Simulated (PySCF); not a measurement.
A species of formula C9H20 has this rotational fingerprint, computed with PBE0-D3(BJ)/def2-SVP geometry optimisation, gas phase (PySCF 2.14.0):

```
Rotational constants : A = 2061, B = 992.2, C = 923.4 MHz
Dipole components    : |μa| = 0.03 D, |μb| = 0.04 D, |μc| = 0.02 D
Inertial defect      : -207.26 u·Å²
κ                    : -0.88
```

Question: Which candidate fits, each taken in the one conformer that was computed?
A. `[CH3:1][CH2:2][C@@H:3]([CH3:4])[C@H:5]([CH3:6])[CH:7]([CH3:8])[CH3:9]` with C1–C2–C3–C4 178°, C2–C3–C5–C6 -59°, C3–C5–C7–C8 -50°
B. `[CH3:1][CH2:2][CH:3]([CH:4]([CH3:5])[CH3:6])[CH:7]([CH3:8])[CH3:9]` with C1–C2–C3–C4 162°, C2–C3–C4–C5 40°, C2–C3–C7–C8 -72°
C. `[CH3:1][CH2:2][C:3]([CH2:4][CH3:5])([CH2:6][CH3:7])[CH2:8][CH3:9]` with C1–C2–C3–C4 180°, C2–C3–C4–C5 180°, C2–C3–C6–C7 60°, C2–C3–C8–C9 -59° (tetraethylmethane)

Answer: A. It is CC[C@@H](C)[C@H](C)C(C)C, an asymmetric top, point group C1. The candidates at the same level (rigid rotor, commonest isotopes):

```tsv
SMILES	A (MHz)	B (MHz)	C (MHz)	μa (D)	μb (D)	μc (D)	Δ (u·Å²)	point group	rotor
CC[C@@H](C)[C@H](C)C(C)C	2061	992.2	923.4	0.03	0.04	0.02	-207.26	C1	asymmetric top
CCC(C(C)C)C(C)C	1485	1289	994.5	0.10	0.03	0.00	-224.27	C1	asymmetric top
CCC(CC)(CC)CC	1515	1515	956.3	0.00	0.00	0.00	-138.70	D2d	oblate symmetric top
```

`CCC(C(C)C)C(C)C` has B 30 % too high; `CCC(CC)(CC)CC` has B 53 % too high. No structure here is proved a minimum.
